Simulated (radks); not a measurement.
Question: Radial electron density D(r) = 4 pi r^2 rho(r) of an atom or ion with 63 electrons. Calculated with a radial shooting solver on a logarithmic mesh with Libxc functionals: Dirac Kohn-Sham, PBE, spin-unpolarised, spherical densities, finite nucleus; Fermi nuclear charge, rms radius of each element as measured or else 0.836 A^(1/3) + 0.57 fm.

r (bohr)  D(r) (e/bohr)
0.0031            22.43
0.003668          28.15
0.004373          35.20
0.005173          42.90
0.00612           51.34
0.007239          60.15
0.008633          69.15
0.01021           76.72
0.01208           82.41
0.01429           85.47
0.01704           85.43
0.02016           82.71
0.02384           78.76
0.02821           75.84
0.03363           76.62
0.03979           82.64
0.04707           93.02
0.05568           104.1
0.06639           110.6
0.07853           107.9
0.0929            97.59
0.1099            86.60
0.131             83.23
0.155             89.66
0.1834            97.13
0.2169            93.59
0.2587            74.42
0.306             52.16
0.362             40.44
0.4282            42.21
0.5106            47.36
0.604             44.59
0.7145            34.14
0.8452            22.87
1.008             15.31
1.192             11.74
1.41              9.225
1.668             6.529
1.989             3.870
2.353             2.141
2.784             1.275
3.293            0.9123
3.927            0.6772
4.645            0.4426
5.495            0.2356
6.5              0.1114
7.751           0.06370
9.169           0.06088
10.85           0.06208
12.83           0.04820
15.3            0.02501
18.1           0.009503
21.41          0.002462
25.32         0.0004113

What is the nuclear charge?

Answer: Z = 63. The innermost maximum, from 1s, lies near gamma/Z bohr with gamma = sqrt(1 - (Z/c)^2) = 0.888, here 0.0141 bohr (found: 0.0156), and its height grows with Z. The density is that of neutral europium in [Kr] 4d10 4f7 5s2 5p5.5 6s2 7s0.5; the configuration itself is not fixed sharply by these data, and Z only to a few units. D(r) has 5 maxima, at r = 0.0156, 0.0685, 0.192, 0.531, 10.3 bohr, and minima at 0.0301, 0.126, 0.380, 8.46 bohr, inside which lie 2.02, 11.14, 29.26, 62.58 electrons.
